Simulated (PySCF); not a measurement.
Compound: C4H9BN2.
Cartesian coordinates in Å at the PBE0-D3(BJ)/def2-SVP level; atoms count from 1:
```xyz
16
C4H9BN2 angstrom
C      2.5565   -0.4919    0.5324
C      1.5912   -0.5863   -0.3973
N      0.2813   -0.1929   -0.2642
B     -0.7742   -0.2531   -1.2297
N     -1.9319    0.2769   -0.6387
C     -1.7012    0.6803    0.7344
C     -0.2005    0.4022    0.9707
H      3.5634   -0.8425    0.3046
H      2.3808   -0.0726    1.5252
H      1.8159   -1.0132   -1.3802
H     -0.6642   -0.6860   -2.3477
H     -2.8521    0.3651   -1.0411
H     -1.9380    1.7465    0.8960
H     -2.3264    0.1050    1.4405
H     -0.0362   -0.2826    1.8216
H      0.3603    1.3274    1.1963
```

Computed, not measured: core-valence-separated Tamm–Dancoff BHandHLYP/aug-pcX-1 (pcseg-1 on H) in PySCF, non-relativistic, gas phase, PBE0-D3(BJ)/def2-SVP geometry. No shift to experiment was applied.

The lowest roots of each edge with f over 0.003 (five at most, numbered afresh; weaker and dark ones are left out), with transition dipoles (au) in the frame of the coordinates:

| root | edge | E (eV) | f | μx | μy | μz |
| --- | --- | --- | --- | --- | --- | --- |
| 1 | C | 283.09 | 0.0522 | 0.0208 | 0.0788 | -0.0296 |
| 2 | C | 283.94 | 0.0702 | -0.0240 | -0.0913 | 0.0342 |
| 3 | C | 285.19 | 0.0070 | 0.0269 | -0.0009 | 0.0167 |
| 4 | C | 285.62 | 0.0196 | 0.0327 | -0.0219 | -0.0354 |
| 5 | C | 286.26 | 0.0036 | 0.0059 | 0.0209 | -0.0068 |
| 6 | N | 399.41 | 0.0146 | -0.0354 | 0.0043 | -0.0149 |
| 7 | N | 399.44 | 0.0245 | 0.0124 | 0.0459 | -0.0158 |
| 8 | N | 400.09 | 0.0299 | -0.0136 | -0.0502 | 0.0186 |
| 9 | N | 400.91 | 0.0034 | 0.0121 | -0.0067 | -0.0125 |
| 10 | N | 401.32 | 0.0105 | 0.0156 | 0.0058 | 0.0281 |
| 11 | B | 188.11 | 0.0787 | -0.0320 | -0.1192 | 0.0429 |
| 12 | B | 190.61 | 0.0059 | -0.0088 | 0.0142 | 0.0315 |
| 13 | B | 191.17 | 0.0089 | 0.0084 | 0.0124 | 0.0408 |
| 14 | B | 191.46 | 0.0052 | -0.0090 | -0.0299 | 0.0110 |

Q: Molecules are fixed in this frame and the field points along z. What effective strengths 3 f cos²θ do the roots have (θ between field and μ)?

A: root 1 (C1): 0.018, root 2 (C2): 0.024, root 3 (C1): 0.006, root 4 (C1): 0.026, root 5 (C1): 0.001, root 6 (N5): 0.007, root 7 (N5): 0.007, root 8 (N3): 0.010, root 9 (N5): 0.005, root 10 (N5): 0.023, root 11 (B4): 0.025, root 12 (B4): 0.014, root 13 (B4): 0.023, root 14 (B4): 0.002. Averaged over all orientations cos²θ is 1/3, which gives f back.

One conformer stands for the species.
